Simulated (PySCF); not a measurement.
**Structure revision by computed shifts**

A compound C$_{8}$H$_{7}$F gives the data below (simulated from a calculation) and was assigned the structure `Cc1cc(F)c2c(c1)C2`.

$^{13}$C{$^{1}$H} NMR (computed): δ 193.7 (C), 153.7 (CH, 2C), 149.1 (CH, 2C), 116.9 (CH), 54.0 (CH), 49.5 (CH).

$^{1}$H NMR (600 MHz, computed): δ 7.32 (m, 2H), 7.26 (m, 2H), 6.16 (m, 1H), 4.45 (m, 1H), 4.42 (m, 1H).

All values are calculated (PySCF 2.14): shieldings: GIAO PBE0/pcSseg-1, geometry from GFN2-xTB. Relativity neglected, fast rotation and ring inversion assumed for equivalent nuclei, a single conformation, in vacuum.

Referencing at the same level of theory: TMS for $^{1}$H and $^{13}$C.

Problem. Compare with the shifts computed for the proposed structure, pairing carbons in order of shift.

Solution. Structure with atom numbers: `[CH3:1][c:2]1[cH:3][c:4]([F:5])[c:6]2[c:7]([cH:8]1)[CH2:9]2`. Each H is labelled by its parent atom.

| atom | computed for proposal | given list | difference |
| --- | --- | --- | --- |
| C4 | 160.3 | 193.7 | -33.4 |
| C2 | 150.7 | 153.7 | -3.0 |
| C7 | 140.4 | 153.7 | -13.3 |
| C3 | 123.2 | 149.1 | -25.9 |
| C8 | 115.2 | 149.1 | -33.9 |
| C6 | 110.5 | 116.9 | -6.4 |
| C9 | 25.2 | 54.0 | -28.8 |
| C1 | 24.1 | 49.5 | -25.4 |

The rms difference is 24.1 ppm and the largest -33.9 ppm at C8 (aromatic CH). The proposal also would give 8 carbon signals, not 6. The carbon types in order of shift don't match either: C, C, C, CH, CH, C, CH2, CH3 for the proposal against C, CH, CH, CH, CH, CH, CH, CH in the data. The proposal doesn't fit.

Problem. Which isomer fits?

Solution. `C1(F)=C[C@H]2C=C[C@@H]1C=C2`.

1. Carbon types of the structure: 1 × C, 7 × CH, which accounts for all hydrogens.
2. δC 193.7: fully substituted alkene carbon.
3. δC 153.7, 149.1, 116.9: alkene CH; as expected for a trigonal carbon in a double bond.
4. δC 54.0, 49.5: allylic sp3 CH; aliphatic region, no heteroatom directly attached.
5. δH 7.32, 7.26, 6.16: hydrogen on an alkene CH; attached to an sp2 carbon and in the plane of the double bond.

The data come from this structure; uniqueness wasn't tested. Such data don't tell enantiomers apart.

Splittings by $^{19}$F in the carbon and heteronuclear signals aren't shown, as no couplings were computed. Shifts are as computed. Against solution values, carbons near 30 ppm lie about +3 ppm off and those near 130 ppm about +5 ppm (rms about the fit 2.1 ppm; single classes can miss by 10 ppm). Of 1328 compounds with measured shifts, 309 miss one by over three times the rms of a fit or turn the order of signals round; such compounds aren't used in these exercises. Signals without a measured value on file couldn't be tested in this way; 1H shifts scatter by 0.2 ppm about their fit, and single ones miss by 0.5 ppm. No couplings were computed; multiplicities are counted from neighbouring protons, with m where these are inequivalent, close in shift, in a saturated or five-membered ring or joined by F or P, and br s for small geminal =CH2 splittings.
